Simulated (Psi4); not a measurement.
A dimer, CHN ··· H4O4Si (SMILES C#N and O[Si](O)(O)O); the first 3 atoms form monomer A.

```
12

C     -0.0265     0.0008     0.0000
N      1.1193    -0.0278     0.0000
H     -1.0929     0.0270     0.0000
O      5.5469     2.9090     2.6571
Si     4.2474     2.7531     1.6764
O      4.3716     3.9357     0.5536
O      2.7899     2.9461     2.3926
O      4.2813     1.2222     1.1021
H      5.7892     2.1476     3.1901
H      5.2525     4.1500     0.2367
H      2.4876     3.8459     2.5386
H      3.4629     0.8690     0.7443
```

Q: What interaction energy does SAPT0/jun-cc-pVDZ, frozen core (Psi4) give, and which attractive term is the largest?

A: Total -3.15 kcal/mol: electrostatics -2.74, exchange 0.68, induction -0.41, dispersion -0.67. The most attractive term is electrostatics.
